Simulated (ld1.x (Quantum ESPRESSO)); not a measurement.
## Plane-wave convergence, TM potential for Cl (Z = 17)

- Element: chlorine
- Generator: ld1.x (Quantum ESPRESSO) 7.5
- Type: norm-conserving Troullier–Martins (Kleinman–Bylander form)
- Functional: PBEsol
- Relativity: scalar-relativistic
- Frozen core: [Ne]
- Valence charge: 7
- Reference configuration: 3s1 3p6
- Partial waves: 3s (bound): rc 1.15 bohr; 3p (bound): rc 1.25 bohr; 3d channel at 0.05 Ry: rc 1.15 bohr
- Local potential: all-electron potential smoothed inside 1.00 bohr (lloc = -1)
- Core correction: none

The pseudo-atom Hamiltonian at the reference potential is diagonalised in spherical Bessel functions j_l(qr) that vanish at 20 bohr, with q² up to the cutoff. All-electron valence levels (Ry): 3s -1.5636, 3p -0.6692.

**Question.** How do the lowest levels (Ry) of each channel move with the cutoff, and are there ghosts?

**Answer.**

| cutoff (Ry) | s #1 | p #1 | d #1 | d #2 | f #1 | Σ f·Δε (mRy) |
| --- | --- | --- | --- | --- | --- | --- |
| 8 | -1.4184 | -0.6069 | 0.0755 | 0.1691 | 0.1194 | 519.2 |
| 18 | -1.5294 | -0.6676 | 0.0753 | 0.1674 | 0.1194 | 43.7 |
| 30 | -1.5562 | -0.6683 | 0.0753 | 0.1665 | 0.1194 | 13.0 |
| 50 | -1.5595 | -0.6686 | 0.0752 | 0.1657 | 0.1194 | 7.7 |
| 70 | -1.5630 | -0.6690 | 0.0752 | 0.1654 | 0.1194 | 1.9 |
| 110 | -1.5634 | -0.6692 | 0.0752 | 0.1653 | 0.1194 | 0.6 |
| 400 | -1.5637 | -0.6692 | 0.0752 | 0.1653 | 0.1194 | 0.0 |

Result: no extra level below or beside the all-electron valence levels (s, p, d, f tested); 10 mRy is reached at 45 Ry and 1 mRy at 90 Ry.

Its largest configuration-test error is +313 meV.
